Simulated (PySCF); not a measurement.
NMR data simulated for an unnamed compound:

¹H NMR (400 MHz, computed): δ 5.72 (m, 1H), 5.58 (m, 1H), 4.90 (s, 1H), 3.82 (s, 3H), 3.49 (m, 3H).

¹³C{¹H} NMR (computed): δ 50.6 (CH3).

[PySCF: NMR shieldings at PBE0/pcSseg-1/GIAO; geometry from GFN2-xTB; a single conformation; one averaged value for each set of equivalent atoms; non-relativistic Hamiltonian; no solvent]

Chemical shifts δ = σref − σ; ¹H (σref 31.72), ¹³C (σref 186.93) against TMS, all at this level.

Which of these does the molecule contain: a carboxylic acid, a non-aromatic C=C double bond, a Si–H bond, a vinyl group CH=CH2?

Results:


- A carboxylic acid: no.
- A non-aromatic C=C double bond: no.
- A Si–H bond: yes (δH 4.90 (s)).
- A vinyl group CH=CH2: no.

The data belong to `CO[Si@H](Cl)O[SiH2][SiH3]`, CH$_{9}$ClO$_{2}$Si$_{3}$; they needn't prove each group on their own.

Carbon signals by region: 1 at 50–100 ppm.

Shifts are as computed. Against solution values, carbons near 30 ppm lie about +3 ppm off and those near 130 ppm about +5 ppm. Of 1211 compounds with measured shifts, 218 miss one by over three times the rms of a fit or turn the order of signals round; such compounds aren't used in these exercises. No couplings were computed; multiplicities are counted from neighbouring protons, with m where these are inequivalent, close in shift, in a saturated or five-membered ring or joined by F or P, and br s for small geminal =CH2 splittings.
